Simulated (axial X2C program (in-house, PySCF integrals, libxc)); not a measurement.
**Potential curves of GeB, with spin–orbit coupling**

Computed with an in-house relativistic program for diatomic molecules. Two-component (2c) means X2C with spin–orbit coupling and atomic mean-field two-electron Coulomb and Gaunt terms. Basis: Ge dyall-cv3z [9s9p7d4f1g], B dyall-v3z [7s6p2d1f] (cores contracted in-house); Gaussian nuclei, density fitting, unrestricted open shells. Masses: Ge 73.921 u, B 11.009 u.

State: Ω = 3/2 (⟨Sz⟩ = 1.50, ⟨Lz⟩ = 0.00 at PBE0). Energies in kJ/mol from the lowest point of each curve. Fits are polynomials in 1 − R0/R over 0.85 to 1.23 times the lowest point R0.

```
 R (Å)   PBE0   TPSS   CCSD
1.7191  69.41  74.73       
1.7982  28.94  32.88  33.84
1.8574  11.53  14.24  14.59
1.9167   2.49   3.88   3.96
1.9760   0.00   0.00   0.00
2.0452   3.31   1.68   1.68
2.1143  11.46   8.25   8.28
2.2032  26.70  21.57  21.87
2.3119  49.55  42.31       
2.4700  85.98  76.05
```

Correlated methods: 7 electrons correlated (number of frozen shells: Ge 3 s, 2 p, 1 d; B 1 s), 213 virtual spin orbitals or spinors in MP2, 90 natural virtuals in coupled cluster.

The state is one determinant whose occupation by symmetry is held fixed; it was picked as the lowest of a PBE0 search that is not exhaustive. Density functionals use the spin component along the axis (collinear). CCSD ran in a truncated set of natural virtual spinors with an MP2 remainder; without triples it tends to underbind. Other states lie close and PBE0, whose exact exchange favours high spin, may order them wrongly; the determinant shown need not be the ground state. The nearest other 2c determinant of the search, Ω = 1/2, lies 0.33 eV up at the distance of the search. With several unpaired electrons one determinant need not be a pure state. This is the top spin component of a Σ state; components of lower Ω are not single determinants and can lie lower. With the outer-core shells frozen, correlated bond lengths of heavy atoms tend to come out a few hundredths of an ångström too long. Coupled cluster ran on the points near the minimum only. MP2 and coupled cluster on one determinant become unreliable at the stretched end.

(1) Fit the PBE0 curve near its minimum: give the equilibrium distance and the harmonic wavenumber.

(2) Fit the TPSS curve near its minimum: give the equilibrium distance and the harmonic wavenumber.

(3) Fit the CCSD curve near its minimum: give the equilibrium distance and the harmonic wavenumber.

## Answers

(1) At PBE0, 2c: Re = 1.973 Å, ωe ≈ 649 cm⁻¹; Be follows as 0.452 cm⁻¹.

(2) At TPSS, 2c: Re = 1.990 Å, ωe ≈ 623 cm⁻¹; Be follows as 0.444 cm⁻¹.

(3) At CCSD, 2c: Re = 1.991 Å, ωe ≈ 626 cm⁻¹; Be follows as 0.444 cm⁻¹.
